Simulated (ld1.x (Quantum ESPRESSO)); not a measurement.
carbon (C), TM: configuration errors across variants

```
Element                 : C
Generator               : ld1.x (Quantum ESPRESSO) 7.5
Type                    : norm-conserving Troullier–Martins (Kleinman–Bylander form)
Functional              : LDA (PZ)
Relativity              : scalar-relativistic
Frozen core             : [He]
Valence charge          : 4
Reference configuration : 2s1 2p3
Partial waves           : 2s (bound): rc 1.15 bohr; 2p (bound): rc 2.65 bohr; 3d channel at 0.2 Ry: rc 2.60 bohr
Local potential         : all-electron potential smoothed inside 1.20 bohr (lloc = -2)
Core correction         : none
```

All-electron excitation energies from the reference (eV): (1) 2s2 2p2 -8.242; (2) 2s2 2p1 2.746; (3) 2s2 2p0 27.006; (4) 2s1 2p0 74.975; (5) 2s0 2p4 8.276; (6) 2s2 2p1.5 -4.213; (7) 2s1 2p2 11.240; (8) 2s1 2p3 spin -5.357; (9) 2s2 2p2 spin -9.370.

Spin tests fill each open shell by Hund’s rule, majority spin first.

Errors AE − PS in meV (a dash: test not solved or not reliable):

| change | (1) | (2) | (3) | (4) | (5) | (6) | (7) | (8) | (9) | bound ghosts |
| --- | --- | --- | --- | --- | --- | --- | --- | --- | --- | --- |
| base | -9.7 | +208 | +1119 | +2224 | -7.5 | +55 | +48 | +365 | +24 | none |
| all radii scaled by about 0.80 (s 0.92, p 2.12, d 2.08 bohr); local potential all-electron potential smoothed inside 0.96 bohr (lloc = -2) | +3.8 | +99 | +543 | +1127 | +5.2 | +31 | +17 | +474 | +85 | none |
| all radii scaled by about 0.91 (s 1.04, p 2.42, d 2.38 bohr); local potential all-electron potential smoothed inside 1.10 bohr (lloc = -2) | -2.1 | +149 | +811 | +1640 | -0.6 | +42 | +31 | +425 | +55 | none |
| all radii scaled by about 1.25 (s 1.44, p 3.30, d 3.24 bohr); local potential all-electron potential smoothed inside 1.50 bohr (lloc = -2) | -40 | +387 | +2027 | +3952 | -34 | +88 | +117 | +173 | -63 | none |
| all radii scaled by about 1.38 (s 1.58, p 3.66, d 3.60 bohr); local potential all-electron potential smoothed inside 1.66 bohr (lloc = -2) | -78 | +536 | +2769 | +5392 | -66 | +110 | +189 | +3.5 | -141 | none |

Question: Give the same row for: all radii scaled by about 1.15 (s 1.32, p 3.04, d 2.98 bohr); local potential all-electron potential smoothed inside 1.38 bohr (lloc = -2).

Answer: -26, +310, +1641, +3212, -21, +75, +85, +257, -26; bound ghosts: none.
